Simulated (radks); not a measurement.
All-electron atom: O7+ in 1s1. Calculated with a radial shooting solver on a logarithmic mesh with Libxc functionals: scalar-relativistic Kohn-Sham, exchange-only PBE, spin-polarised, spherical densities, finite nucleus; open shells are filled with parallel spins first; Fermi nuclear charge, rms radius 2.6991 fm.

Radial electron density D(r) = 4 pi r^2 rho(r):

r (bohr),D(r) (e/bohr)
0.01064,0.1983
0.01239,0.2612
0.01442,0.3424
0.01679,0.4464
0.01954,0.5785
0.02275,0.7442
0.02649,0.9492
0.03083,1.199
0.0359,1.497
0.04179,1.844
0.04826,2.215
0.05618,2.642
0.06541,3.085
0.07614,3.516
0.08864,3.896
0.1032,4.178
0.1201,4.312
0.1399,4.258
0.1628,3.993
0.1895,3.527
0.2207,2.906
0.2569,2.210
0.2967,1.564
0.3454,0.9777
0.4021,0.5395
0.4681,0.2575
0.5449,0.1037
0.6344,0.03424
0.7385,0.008982

D(r) has 1 maximum, at r = 0.124 bohr.
